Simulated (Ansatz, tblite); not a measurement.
Forces on SeOCl2 (SeCl2O) at its B3LYP-D4/def2-SVP geometry. Total charge 0; singlet.

The xTB rows come from tblite.

GFN1-xTB (tblite), largest force 1.98 eV/Å:

```xyz
4
positions Å, forces eV/Å
Se    0.281    0.422    0.444   -0.311   -1.342   -1.420
O    -1.241    0.751    0.823    0.633   -0.156   -0.178
Cl    0.502   -1.822    0.529   -0.177    1.596    0.002
Cl    0.457    0.648   -1.795   -0.146   -0.098    1.596
```

GFN2-xTB (tblite), largest force 1.70 eV/Å:

```
Se -0.916 -0.240 -0.238
O 1.467 -0.575 -0.641
Cl -0.284 0.908 -0.031
Cl -0.266 -0.092 0.909
```

PBE-D4/def2-TZVP (Ansatz), largest force 0.76 eV/Å:

```
Se 0.665 -0.246 -0.275
O -0.598 0.103 0.121
Cl -0.035 0.139 0.014
Cl -0.032 0.004 0.140
```
